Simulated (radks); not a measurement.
Results of a calculation; reference values are marked as such.
All-electron atom: Ni III in [Ne] 3s1 3p6 3d8 4p1 (not the ground configuration).

Level of theory: non-relativistic Kohn-Sham, B86b exchange with PBE correlation, spin-unpolarised, spherical densities, point nucleus (a radial shooting solver on a logarithmic mesh with Libxc functionals).

Energy parts (eV):
part                      energy
total                 -40900.413
kinetic                40871.488
electron-nucleus      -96888.021
Hartree                16801.426
exchange-correlation   -1685.306

Orbitals (lengths in bohr, moments of r in powers of bohr; r(90%) holds 90 % of the orbital's charge):
[
 {"orbital": "1s", "occ.": "2", "eigenvalue (eV)": "-8158.266", "<1/r>": "27.52", "<r^4>": "0.00004136", "r(90%)": "0.0976", "<r^2>": "0.004028"},
 {"orbital": "2s", "occ.": "2", "eigenvalue (eV)": "-994.4068", "<1/r>": "5.952", "<r^4>": "0.009149", "r(90%)": "0.384", "<r^2>": "0.07262"},
 {"orbital": "2p", "occ.": "6", "eigenvalue (eV)": "-872.3108", "<1/r>": "5.912", "<r^4>": "0.006666", "r(90%)": "0.354", "<r^2>": "0.05746"},
 {"orbital": "3s", "occ.": "1", "eigenvalue (eV)": "-137.9333", "<1/r>": "1.900", "<r^4>": "0.6553", "r(90%)": "1.11", "<r^2>": "0.6377"},
 {"orbital": "3p", "occ.": "6", "eigenvalue (eV)": "-100.3930", "<1/r>": "1.779", "<r^4>": "0.8506", "r(90%)": "1.19", "<r^2>": "0.7004"},
 {"orbital": "3d", "occ.": "8", "eigenvalue (eV)": "-37.7255", "<1/r>": "1.461", "<r^4>": "2.475", "r(90%)": "1.52", "<r^2>": "1.020"},
 {"orbital": "4p", "occ.": "1", "eigenvalue (eV)": "-17.5686", "<1/r>": "0.4862", "<r^4>": "102.2", "r(90%)": "3.95", "<r^2>": "8.064"}
]

The highest occupied level is 4p at -17.569 eV. Virial ratio -V/T = 2.00071. The density falls to 0.001 e/bohr^3 at r = 3.75 bohr. Summed over all electrons, <r^2> = 21.57 bohr^2, which gives a Langevin (diamagnetic) susceptibility term of -17.1 x 10^-6 cm^3/mol. The electron density at the nucleus is 1.486e+04 e/bohr^3.
